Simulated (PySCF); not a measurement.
AsH8NSi2.
SMILES with atom numbers: `[NH2:1][SiH2:2][AsH:3][SiH3:4]` (hydrogens: H5, H6 on N1; H7, H8 on Si2; H9 on As3; H10, H11, H12 on Si4)

Cartesian coordinates in Å at the PBE0-D3(BJ)/def2-SVP level; atoms count from 1:
```
atom  x, y, z in Å
N1     1.9438    0.6039    0.7941
Si2    1.2708   -0.7068   -0.1103
As3   -0.5372   -0.0529   -1.5326
Si4   -1.9148    0.4644    0.3155
H5     1.4412    0.9670    1.5966
H6     2.4390    1.3469    0.3138
H7     2.3327   -1.2619   -1.0021
H8     0.8133   -1.7422    0.8649
H9    -1.0814   -1.4752   -1.6461
H10   -3.3180    0.7100   -0.1345
H11   -1.3862    1.7220    0.9314
H12   -1.9218   -0.6003    1.3680
```

Level of theory: PBE0-D3(BJ)/def2-SVP geometry optimisation, gas phase (PySCF).

Masses are those of the commonest isotopes; rigid-rotor values at the optimised geometry. The values belong to one conformer with, in the numbering `[NH2:1][SiH2:2][AsH:3][SiH3:4]`, H–N1–Si2–As3 76° and -67°, N1–Si2–As3–Si4 -67°.

(1) What are A, B and C (MHz)?

(2) What kind of rotor is it?

(3) Is it planar, by Δ = Ic − Ia − Ib?

(4) List the rotational levels J(Ka,Kc) to J = 5 (cm⁻¹).

(5) Which lines would a microwave search look for?

(6) Estimate the classical rotational partition function at 10 K, 200 K and 298.15 K.

Results:

(1) Ia = 159.60, Ib = 290.83, Ic = 398.95 u·Å²; 505379 MHz·u·Å²/I gives A = 3166, B = 1738, C = 1267 MHz.

(2) An asymmetric top: κ = (2 × 1738 − 3166 − 1267)/(3166 − 1267) = -0.50.

(3) Not planar: Δ = Ic − Ia − Ib = -51.49 u·Å². For a rigid frame Δ = −2 Σ m c², so Σ m c² = 25.75 u·Å² lies off the ab plane: 11.26 from hydrogen and 14.48 from heavier atoms. The atom farthest from that plane is 1.82 Å away.

(4) Above 0(0,0):
J = 1: 1(0,1) 0.1002, 1(1,1) 0.1479, 1(1,0) 0.1636
J = 2: 2(0,2) 0.2974, 2(1,2) 0.3326, 2(1,1) 0.3797, 2(2,1) 0.5227, 2(2,0) 0.5260
J = 3: 3(0,3) 0.5857, 3(1,3) 0.6078, 3(1,2) 0.7016, 3(2,2) 0.8234, 3(2,1) 0.8389, 3(3,1) 1.1028, 3(3,0) 1.1032
J = 4: 4(0,4) 0.9599, 4(1,4) 0.9718, 4(1,3) 1.1259, 4(2,3) 1.2217, 4(2,2) 1.2639, 4(3,2) 1.5091, 4(3,1) 1.5121, 4(4,1) 1.8930, 4(4,0) 1.8930
J = 5: 5(0,5) 1.4173, 5(1,5) 1.4230, 5(1,4) 1.6473, 5(2,4) 1.7155, 5(2,3) 1.8010, 5(3,3) 2.0177, 5(3,2) 2.0291, 5(4,2) 2.4013, 5(4,1) 2.4018, 5(5,1) 2.8942, 5(5,0) 2.8942

(5) The dipole components are |μa| = 0.56 D, |μb| = 0.81 D, |μc| = 0.59 D. Intensities carry the squares of the components, which stand as 0.47 : 1.00 : 0.52 (a : b : c). Some lines, for components of 0.1 D or more:

| type | branch | J(Ka,Kc) | MHz | lower level (cm⁻¹) |
| --- | --- | --- | --- | --- |
| a | Q | 1(1,0) ← 1(1,1) | 471 | 0.148 |
| a | Q | 2(1,1) ← 2(1,2) | 1413 | 0.333 |
| c | Q | 1(1,1) ← 1(0,1) | 1429 | 0.100 |
| b | Q | 1(1,0) ← 1(0,1) | 1900 | 0.100 |
| a | R | 1(0,1) ← 0(0,0) | 3004 | 0.000 |
| c | Q | 2(2,1) ← 2(1,1) | 4286 | 0.380 |
| b | R | 2(0,2) ← 1(1,1) | 4482 | 0.148 |
| c | R | 1(1,0) ← 0(0,0) | 4904 | 0.000 |
| a | R | 2(1,2) ← 1(1,1) | 5538 | 0.148 |
| a | R | 2(0,2) ← 1(0,1) | 5910 | 0.100 |
| a | R | 2(1,1) ← 1(1,0) | 6480 | 0.164 |
| b | R | 2(1,2) ← 1(0,1) | 6967 | 0.100 |
| c | R | 2(1,1) ← 1(0,1) | 8380 | 0.100 |
| c | R | 2(2,0) ← 1(1,0) | 10865 | 0.164 |
| c | R | 2(2,1) ← 1(1,1) | 11237 | 0.148 |
| b | R | 2(2,0) ← 1(1,1) | 11336 | 0.148 |

(6) Point group C1, symmetry number σ = 1; q = (√π/σ)·√((kT/h)³/(ABC)), k/h = 20836.6 MHz/K: 2020 at 10 K, 181000 at 200 K, 329000 at 298.15 K.

PBE0-D3(BJ)/def2-SVP frequencies: not computed here. No vibrational averaging or centrifugal distortion is included, and the geometry carries the error of its method. A rigid rotor knows nothing of inversion at nitrogen or internal rotation, which can split or shift real lines. Quadrupole hyperfine structure (14N, 75As) is left out.
